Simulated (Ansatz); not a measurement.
Ideal-gas functions of `N=C[SiH2]F` at 400 K and 1 bar, from an Ansatz frequency run at PBE0-D4/def2-TZVP.

Molar mass 77.13 g/mol, point group Cs (symmetry number 1), electronic degeneracy 1, moments of inertia 44.105, 116.409, 154.534 u Å². Harmonic wavenumbers (cm⁻¹, unscaled): 130, 162, 443, 460, 644, 705, 785, 856, 926, 959, 1182, 1225, 1417, 1679, 2243, 2249, 3040, 3425.

Use S(trans) = R[1.5 ln M + 2.5 ln T − 1.1517]; rotational temperatures θ = 24.2544 K / I; S(rot) = R[ln(√π/σ · √(T³/θAθBθC)) + 1.5]; for each mode x = 1.438777 ν̃/T, S = R[x/(eˣ − 1) − ln(1 − e⁻ˣ)] and H = RT x/(eˣ − 1); 1 cm⁻¹ = 0.0119627 kJ/mol; R = 8.31446 J/(mol·K).

Task: By hand: the entropy, in J/(mol·K).

Result: Translation 169.2. Rotation: θ = 0.5499, 0.2084, 0.157 K, giving 108.7. Vibration, mode by mode: 14.71, 12.92, 5.27, 5.02, 2.97, 2.50, 1.99, 1.63, 1.33, 1.21, 0.63, 0.55, 0.31, 0.14, 0.02, 0.02, 0.00, 0.00, in all 51.2. Electronic 0.0. Sum 329.1 J/(mol·K).

Task: By hand: H − E and G − E in kJ/mol, counted from the electronic energy.

Result: Zero-point energy ½ × 22530 × 0.0119627 = 134.8; thermal vibration 11.7; translation, rotation and pV give 4 RT = 13.3. H − E = 159.8 kJ/mol, and G − E = 159.8 − 400 × 329.1/1000 = 28.2 kJ/mol.

Vibration gives 16 % of the entropy, 14.7 J/(mol·K) of it from the mode under 150 cm⁻¹: soft modes count most, and the harmonic formula is weakest for them. The sum counts one conformer and one mirror image; others add a mixing term.
